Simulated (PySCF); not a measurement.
Computed shifts of a molecule C2H4Cl2OSi, PBE0/pcSseg-1 run with PySCF, GIAO, gas phase, atoms alike by connectivity averaged where their shifts nearly agree, in ppm (number of nuclei): ¹³C: 151.3 (1), 139.6 (1). ²⁹Si: -3.6 (1). ¹H: 6.92 (1), 6.84 (1), 6.28 (1), 2.97 (1). References: ¹³C against TMS (σ = 186.3 ppm); ²⁹Si against TMS (σ = 352.7 ppm); ¹⁷O against H2O (σ = 334.2 ppm); ³⁵Cl against HCl (σ = 945.9 ppm); ¹H against TMS (σ = 31.56 ppm), references at their B3LYP-D3(BJ)/def2-TZVP geometries, non-relativistic (without spin–orbit terms, shifts of atoms bonded to Cl or Br come out too high). Geometry: TPSSh-D3(BJ)/def2-SVP. The values are those of a single conformer.

Question: Which structure fits?
A. O[SiH2]C=C(Cl)Cl
B. Cl[Si]1(Cl)CCO1
C. C=C[Si](O)(Cl)Cl
D. Cl[Si]1(Cl)COC1

Answer: C, C=C[Si](O)(Cl)Cl
